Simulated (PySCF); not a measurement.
methylsilylboronic acid (CH₇BO₂Si), SMILES [SiH2](C)B(O)O. Coordinates come from a PBE-D3(BJ)/def2-SVP optimisation. One conformer was computed; it need not be the lowest.

Computed equilibrium geometry at PBE-D3(BJ)/def2-SVP (PySCF confirms it by a frequency run) as a Z-matrix (one conformer of several):
```
Si
H 1 1.5131
H 1 1.5146 2 105.40
C 1 1.8950 2 109.62 3 118.83
H 4 1.1079 1 111.85 2 -54.77
H 4 1.1084 5 108.47 1 122.15
H 4 1.1085 5 108.63 6 116.84
B 1 2.0428 2 109.47 3 -118.21
O 8 1.3687 1 117.03 2 -97.72
H 9 0.9790 8 110.85 1 179.28
O 8 1.3770 9 117.75 10 -0.13
H 11 0.9727 8 112.42 9 -178.76
```
Charge 0, spin multiplicity 1.
